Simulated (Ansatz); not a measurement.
Ideal-gas functions of C2H4BrNO (`COC(=N)Br`) at 600 K and 1 bar, from an Ansatz frequency run at PBE0-D4/def2-TZVP.

Molar mass 137.96 g/mol, point group Cs (symmetry number 1), electronic degeneracy 1, moments of inertia 57.211, 289.528, 343.505 u Å². Harmonic wavenumbers (cm⁻¹, unscaled): 127, 219, 256, 367, 400, 605, 745, 799, 969, 1106, 1170, 1213, 1247, 1460, 1488, 1497, 1744, 3042, 3115, 3179, 3529.

Use S(trans) = R[1.5 ln M + 2.5 ln T − 1.1517]; rotational temperatures θ = 24.2544 K / I; S(rot) = R[ln(√π/σ · √(T³/θAθBθC)) + 1.5]; for each mode x = 1.438777 ν̃/T, S = R[x/(eˣ − 1) − ln(1 − e⁻ˣ)] and H = RT x/(eˣ − 1); 1 cm⁻¹ = 0.0119627 kJ/mol; R = 8.31446 J/(mol·K).

Problem. By hand: the entropy, in J/(mol·K).

Solution. Translation 184.8. Rotation: θ = 0.4239, 0.0838, 0.0706 K, giving 121.9. Vibration, mode by mode: 18.23, 13.76, 12.50, 9.64, 8.97, 5.91, 4.51, 4.07, 2.95, 2.28, 2.02, 1.86, 1.74, 1.16, 1.10, 1.08, 0.67, 0.05, 0.04, 0.04, 0.02, in all 92.6. Electronic 0.0. Sum 399.3 J/(mol·K).

Problem. By hand: H − E and G − E in kJ/mol, counted from the electronic energy.

Solution. Zero-point energy ½ × 28277 × 0.0119627 = 169.1; thermal vibration 30.2; translation, rotation and pV give 4 RT = 20.0. H − E = 219.3 kJ/mol, and G − E = 219.3 − 600 × 399.3/1000 = -20.3 kJ/mol.

Vibration gives 23 % of the entropy, 18.2 J/(mol·K) of it from the mode under 150 cm⁻¹: soft modes count most, and the harmonic formula is weakest for them. The sum counts one conformer and one mirror image; others add a mixing term.
